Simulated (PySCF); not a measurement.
Species: ClGeH₅OSi.
Structure used (PBE0-D3(BJ)/def2-SVP), in Å, numbered top down from 1:
```
atom  x, y, z in Å
Cl1    1.288    1.993   -0.581
Si2    1.584    0.021    0.009
O3     0.136   -0.654    0.370
Ge4   -1.581   -0.247    0.072
H5     2.455    0.033    1.212
H6     2.238   -0.682   -1.126
H7    -1.917    1.030    0.856
H8    -2.364   -1.459    0.594
H9    -1.780   -0.051   -1.440
```

Method: EOM-IP-CCSD/aug-cc-pVDZ in PySCF, restricted Hartree–Fock reference, frozen core, non-relativistic, gas phase, PBE0-D3(BJ)/def2-SVP geometry.

The vertical ionisation energies are 10.86, 11.40, 11.68, 11.94, 12.88, 12.97, 14.26, 14.31 eV.

Problem. Which Hartree–Fock orbital leads each hole, and what is its Koopmans value −ε?

Solution. 
| leading hole (HF orbital) | Koopmans (eV) | EOM-IP-CCSD (eV) | change (eV) | one-hole share |
| --- | --- | --- | --- | --- |
| HOMO | 11.89 | 10.86 | -1.03 | 0.95 |
| HOMO-1 | 12.60 | 11.40 | -1.20 | 0.95 |
| HOMO-2 | 12.70 | 11.68 | -1.02 | 0.95 |
| HOMO-3 | 12.80 | 11.94 | -0.86 | 0.95 |
| HOMO-4 | 13.73 | 12.88 | -0.85 | 0.95 |
| HOMO-5 | 13.79 | 12.97 | -0.82 | 0.95 |
| HOMO-6 | 15.66 | 14.26 | -1.40 | 0.94 |
| HOMO-7 | 15.82 | 14.31 | -1.51 | 0.94 |

Problem. Does the order of the lines follow the orbital energies?

Solution. Yes, no two lines change places. The corrections run from -1.51 to -0.82 eV, with a mean of -1.09 eV over the 8 lines; no line lies above its Koopmans value. Koopmans values leave out both the relaxation of the orbitals and the change in correlation energy.

Problem. At what kinetic energies would He I light (21.22 eV) eject these electrons?

Solution. 10.36 eV (HOMO), 9.82 eV (HOMO-1), 9.54 eV (HOMO-2), 9.28 eV (HOMO-3), 8.34 eV (HOMO-4), 8.25 eV (HOMO-5), 6.96 eV (HOMO-6), 6.91 eV (HOMO-7).

Problem. What total energy has the lowest final state, and which wavelength reaches it?

Solution. E(CCSD) + ionisation energy = -2902.29356 + 0.39922 = -2901.89434 Eh, at the geometry of the initial state. The threshold wavelength is 1239.84 eV nm/10.86 eV = 114.2 nm.

Lines less than 0.15 eV apart could change places at a higher level. One root was sought for each valence orbital with −ε under 21 eV, eight at most, so deeper holes and satellites are missing; no vibrational structure.

One conformer stands for the species.
